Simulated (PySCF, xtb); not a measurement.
BH₅N, SMILES B[NH3+], charge +1.

GFN2-xTB (xtb 6.7.1) at its own geometry gives an orbital gap of 4.03 eV.

Geometry optimised at ωB97X-D3(BJ)/def2-TZVP. The isomer is the one that the SMILES or the coordinates give; other isomers of the formula were not compared.

**Question.** What does PySCF with PBE/def2-TZVPD give? (An estimate is asked for; the answer gives what the named calculation found.)

**Answer.** gap 5.70 eV (levels -14.72 and -9.02 eV).
